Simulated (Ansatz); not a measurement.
Relaxation of Ge₂S₅⁻ with UKS B3LYP-D4/def2-SVPD.

```sh
$ ansatz run in.yaml --threads 4 --pin off --events-out ev --progress --plain --max-ram 4787MiB
```

```yaml
crystal:
  periodic: [false, false, false]
  atoms:
    - {symbol: Ge, position_ang: [0.101560, -1.029810, 0.999500]}
    - {symbol: Ge, position_ang: [0.296760, 1.929720, 0.001290]}
    - {symbol: S, position_ang: [-0.421690, -3.934310, -0.359690]}
    - {symbol: S, position_ang: [1.769820, 0.301030, -0.150510]}
    - {symbol: S, position_ang: [-1.356570, 0.903440, 1.027180]}
    - {symbol: S, position_ang: [-0.847600, -2.084210, -0.916320]}
    - {symbol: S, position_ang: [0.457720, 3.914140, -0.601440]}
basis:
  gaussian: {orbitals: def2-SVPD}
total_charge: -1
magnetization: {spin_polarized: true, initial_magnetization: 1}
hamiltonian: {xc: {name: B3LYP}, dispersion: d4}
scf: {lower_state_search: "off"}
output: {orbitals: {seedname: orbitals}}
relax: {f_tol: 0.02, max_steps: 100}
```

It took 13 min on 4 threads of Intel Xeon on a shared host, peak host memory 1.1 GiB.

Positions (Å) and forces (eV/Å) at steps 1, 2, 3, 4, 6, 7, 9, 10, 13, 14 of 14:

```xyz
7
step=1 energy=-167195.0487 eV
Ge    0.102   -1.030    1.000    0.180   -0.259    0.607
Ge    0.297    1.930    0.001    0.026    0.051   -0.033
S    -0.422   -3.934   -0.360    0.154   -0.933    0.125
S     1.770    0.301   -0.151   -0.035    0.245   -0.145
S    -1.357    0.903    1.027   -0.033    0.282   -0.165
S    -0.848   -2.084   -0.916   -0.286    0.711   -0.439
S     0.458    3.914   -0.601   -0.007   -0.097    0.050
7
step=2 energy=-167195.0940 eV
Ge    0.114   -1.050    1.076    0.060    0.205    0.010
Ge    0.301    1.992   -0.017    0.006   -0.207    0.052
S    -0.448   -4.063   -0.427   -0.014    0.122   -0.023
S     1.732    0.335   -0.155    0.157   -0.043   -0.084
S    -1.333    0.938    0.996   -0.204   -0.011    0.028
S    -0.838   -2.128   -0.877   -0.004   -0.050    0.005
S     0.472    3.976   -0.596    0.001   -0.016    0.011
7
step=3 energy=-167195.1093 eV
Ge    0.123   -1.026    1.082    0.013    0.002    0.016
Ge    0.296    1.951   -0.015    0.006   -0.069    0.013
S    -0.442   -4.021   -0.426   -0.018    0.084   -0.043
S     1.755    0.319   -0.167   -0.026    0.030   -0.001
S    -1.362    0.930    0.998    0.011    0.003   -0.038
S    -0.837   -2.088   -0.877    0.011   -0.069    0.057
S     0.465    3.935   -0.596    0.002    0.018   -0.003
7
step=4 energy=-167195.1098 eV
Ge    0.127   -1.015    1.099    0.024   -0.093    0.073
Ge    0.296    1.938   -0.018    0.040    0.040   -0.052
S    -0.417   -4.004   -0.460   -0.002    0.034   -0.023
S     1.751    0.313   -0.159    0.113   -0.041   -0.037
S    -1.358    0.921    0.978   -0.175    0.008    0.066
S    -0.866   -2.070   -0.838   -0.009   -0.048   -0.002
S     0.467    3.917   -0.602    0.009    0.100   -0.025
7
step=6 energy=-167195.1141 eV
Ge    0.102   -1.022    1.130   -0.030    0.030   -0.016
Ge    0.297    1.923   -0.035    0.004    0.025    0.017
S    -0.316   -3.958   -0.520    0.048   -0.162   -0.009
S     1.740    0.279   -0.154    0.016   -0.022   -0.009
S    -1.372    0.941    0.991   -0.013   -0.003    0.017
S    -0.944   -2.066   -0.788   -0.027    0.135    0.014
S     0.494    3.903   -0.624    0.001   -0.003   -0.014
7
step=7 energy=-167195.1154 eV
Ge    0.100   -1.012    1.141    0.004   -0.009    0.031
Ge    0.298    1.924   -0.035    0.015    0.028   -0.003
S    -0.310   -3.970   -0.551    0.013    0.018    0.006
S     1.740    0.278   -0.150   -0.004   -0.015   -0.005
S    -1.375    0.946    0.990   -0.009   -0.014    0.009
S    -0.950   -2.067   -0.764   -0.018   -0.004   -0.030
S     0.497    3.901   -0.632   -0.001   -0.005   -0.008
7
step=9 energy=-167195.1164 eV rejected
Ge    0.056   -1.014    1.178   -0.025   -0.013   -0.016
Ge    0.300    1.901   -0.042   -0.012   -0.027    0.033
S    -0.174   -3.891   -0.630   -0.096    0.194   -0.019
S     1.712    0.224   -0.136   -0.022    0.018   -0.010
S    -1.380    0.973    1.026    0.031    0.026   -0.016
S    -1.041   -2.056   -0.714    0.125   -0.190    0.036
S     0.527    3.862   -0.681    0.000   -0.009   -0.008
7
step=10 energy=-167195.1173 eV
Ge    0.067   -1.017    1.173   -0.018    0.035   -0.049
Ge    0.299    1.903   -0.037    0.002    0.030   -0.006
S    -0.217   -3.906   -0.604   -0.001   -0.001   -0.013
S     1.718    0.238   -0.144   -0.004   -0.031    0.025
S    -1.379    0.967    1.019    0.006   -0.024    0.024
S    -1.003   -2.051   -0.736    0.014   -0.013    0.029
S     0.516    3.866   -0.671    0.001    0.004   -0.008
7
step=13 energy=-167195.1183 eV
Ge    0.044   -1.015    1.195   -0.004   -0.019    0.014
Ge    0.299    1.889   -0.037    0.004   -0.003   -0.002
S    -0.154   -3.858   -0.665   -0.013    0.024   -0.003
S     1.707    0.210   -0.119   -0.014    0.021   -0.002
S    -1.378    0.982    1.049    0.014    0.009   -0.010
S    -1.041   -2.044   -0.707    0.014   -0.028    0.001
S     0.525    3.837   -0.717   -0.001   -0.005    0.002
7
step=14 energy=-167195.1184 eV
Ge    0.045   -1.016    1.195   -0.002   -0.001    0.003
Ge    0.299    1.891   -0.038    0.003   -0.005    0.001
S    -0.159   -3.862   -0.663   -0.006    0.011   -0.002
S     1.706    0.212   -0.120   -0.003    0.007   -0.002
S    -1.377    0.981    1.047    0.002    0.003   -0.001
S    -1.039   -2.046   -0.707    0.006   -0.013    0.001
S     0.524    3.840   -0.714    0.000   -0.002    0.000
```

Another isomer (doublet) lies 0.43 eV lower at PBE0-D4/def2-SVP; other spin states weren't run for this one.
